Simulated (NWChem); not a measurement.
Species: GaSi$_{2}$H$_{7}$; SMILES [SiH3][GaH][SiH3]

```xyz
10

Ga    -0.5650     0.0000    -0.0008
H     -2.1551    -0.0003     0.0095
Si     0.5392    -2.1759    -0.0002
H      0.1565    -2.9432     1.2218
H      2.0265    -2.0925    -0.0341
H      0.1029    -2.9765    -1.1820
Si     0.5392     2.1759    -0.0004
H      2.0241     2.0933    -0.0918
H      0.2040     2.9131     1.2538
H      0.0590     3.0051    -1.1447
```
Atoms are numbered in this order, from 1.

Results from NWChem. The geometry was optimised at B3LYP/6-31G* (spherical d).

Question: What does the run give for PBE/def2-SVP? Quantities: highest occupied level (eV); orbital gap (eV); dipole (D).

Answer: 
* **highest occupied level (eV)**: -6.30
* **orbital gap (eV)**: 3.16
* **dipole (D)**: 0.06
